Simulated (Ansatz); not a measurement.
Born–Oppenheimer molecular dynamics of Cl₂FH₃O₃W (10 atoms, charge 0, multiplicity 1). It starts from a relaxed structure.

All numbers below come from Ansatz, RKS PBE/def2-SVP.

```yaml
ensemble: NVT, Nosé–Hoover chain
time_step: 0.25 fs
steps_asked: 500
set_temperature: 400 K
thermostat: time constant 100 fs, chain length 3 (defaults)
seed: 937837
```

First frame:

```xyz
10
Properties=species:S:1:pos:R:3
W -0.047 0.166 0.103
F 0.137 0.431 1.960
O 1.800 -0.178 -0.025
H 2.204 -1.068 -0.033
O -0.042 2.046 -0.068
H -0.128 2.570 -0.886
O -1.894 -0.122 0.329
H -2.314 -1.002 0.402
Cl -0.081 -2.259 0.142
Cl -0.270 0.163 -2.249
```

**Question.** How far do the bonds stretch over the last three quarters of this one trajectory? (Pairs bonded in most of those frames.)

**Answer.** 
```json
{"bond": "W1–F2", "mean (Å)": "1.892", "spread (Å)": "0.029", "shortest": "1.85", "longest": "1.93"}
{"bond": "W1–O3", "mean (Å)": "1.887", "spread (Å)": "0.040", "shortest": "1.83", "longest": "1.95"}
{"bond": "W1–O5", "mean (Å)": "1.892", "spread (Å)": "0.048", "shortest": "1.82", "longest": "1.98"}
{"bond": "W1–O7", "mean (Å)": "1.886", "spread (Å)": "0.016", "shortest": "1.85", "longest": "1.91"}
{"bond": "W1–Cl9", "mean (Å)": "2.430", "spread (Å)": "0.008", "shortest": "2.42", "longest": "2.44"}
{"bond": "W1–Cl10", "mean (Å)": "2.370", "spread (Å)": "0.041", "shortest": "2.32", "longest": "2.44"}
{"bond": "O3–H4", "mean (Å)": "0.980", "spread (Å)": "0.017", "shortest": "0.95", "longest": "1.01"}
{"bond": "O5–H6", "mean (Å)": "0.979", "spread (Å)": "0.005", "shortest": "0.97", "longest": "0.99"}
{"bond": "O7–H8", "mean (Å)": "0.980", "spread (Å)": "0.018", "shortest": "0.95", "longest": "1.01"}
```

Mean temperature of the second half: 247 K. The conserved energy stayed within 0.028 meV per atom of its start (net change 0.021 meV per atom), so the integration is sound. The mean temperature of the second half is 38 % below the set value. A run of 0.12 ps of so small a system gives no equilibrium averages.

Run time: 12 min on 4 threads of Intel(R) Xeon(R) Platinum 8488C (Sapphire Rapids), with other jobs on the host, peak memory 0.24 GiB.
